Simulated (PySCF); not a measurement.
BH3N, SMILES [BH]N (connectivity only; charge and spin as stated), charge +1, multiplicity 1.

Coordinates come from a TPSSh-D3(BJ)/def2-TZVP optimisation. The spin state was assumed, not searched. The isomer is the one that the SMILES or the coordinates give; other isomers of the formula were not compared.

Method: ωB97X/def2-TZVPD in PySCF.

Symmetry labels are those of the subgroup C2v that the program uses (full group C2v).

Computed valence orbital energies around the gap with their symmetry:
```csv
orbital,symmetry,energy (eV)
HOMO−6,A1,-399.78
HOMO−5,A1,-196.10
HOMO−4,A1,-35.46
HOMO−3,A1,-25.42
HOMO−2,B2,-24.64
HOMO−1,A1,-22.68
HOMO,B1,-19.43
LUMO,B2,-6.27
LUMO+1,B1,-4.76
LUMO+2,A1,-3.35
LUMO+3,A1,-1.89
```
